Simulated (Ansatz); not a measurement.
Start from `B[SiH]1BO1` and change one element to get `B[SiH]1BS1`.

Ansatz, PBE0-D4/def2-TZVP geometries, multiplicity 1. 

```
                                        property  `B[SiH]1BO1`
               LUMO energy (PBE/def2-TZVPP) / eV         -3.51
size of the dipole moment (B3LYP/def2-TZVPP) / D          0.80
  size of the dipole moment (PBE/def2-TZVPP) / D          0.66
         HOMO–LUMO gap (ωB97M-V/def2-TZVPP) / eV          8.16
              HOMO energy (PBE0/def2-TZVPP) / eV         -6.93
  zero-point energy (PBE0-D4/def2-TZVP) / kJ/mol         118.2
```

(1) Give the same properties after the change, and the shifts. (Estimate.)

Results:

(1) Ansatz gave: 
| property | `B[SiH]1BS1` | shift |
| --- | --- | --- |
| LUMO energy (PBE/def2-TZVPP) / eV | -3.61 | -0.10 |
| size of the dipole moment (B3LYP/def2-TZVPP) / D | 0.61 | -0.19 |
| size of the dipole moment (PBE/def2-TZVPP) / D | 0.33 | -0.33 |
| HOMO–LUMO gap (ωB97M-V/def2-TZVPP) / eV | 8.29 | 0.13 |
| HOMO energy (PBE0/def2-TZVPP) / eV | -7.20 | -0.27 |
| zero-point energy (PBE0-D4/def2-TZVP) / kJ/mol | 113.0 | -5.2 |

With PBE0 the HOMO falls by 0.27 eV and the LUMO falls by 0.09 eV, so the gap widens by about 0.18 eV. PBE moves the HOMO by -0.29 eV and ωB97M-V by -0.22 eV. Dipoles are sizes alone; their direction can turn.

B3LYP here is the variant with VWN-RPA as its local correlation; programs differ in this.
